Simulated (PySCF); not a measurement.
A compound of formula C17H21O2P has these computed shifts in ppm, with the number of atoms in brackets (GIAO KT3/pcSseg-1, gas phase, PySCF SCF with an in-house response code, fitting set def2-universal-JFIT, grid level 2, non-relativistic, geometry: GFN2-xTB; 13C, 1H against isolated TMS; 17O against isolated H2O; 31P against isolated PH3).

1H: 7.84 (2), 7.54 (2), 7.38 (1), 7.37 (1), 7.37 (2), 7.36 (2), 4.54 (1), 2.19 (1), 1.89 (1), 1.78 (1), 0.89 (3), 0.87 (3), 0.56 (1)
13C: 131.3 (1), 129.0 (1), 125.8 (2), 124.7 (2), 124.3 (1), 123.9 (1), 121.7 (2), 121.7 (2), 69.0 (1), 42.5 (1), 28.5 (1), 25.7 (1), 21.4 (1)
17O: 72.0 (1), 42.0 (1)
31P: 281.1 (1)

Problem. Which structure gave them?

Solution. CC(C)C[C@H](O)P(=O)(c1ccccc1)c1ccccc1 ((1-hydroxy-3-methylbutyl)diphenylphosphine oxide). Other isomers were not compared.
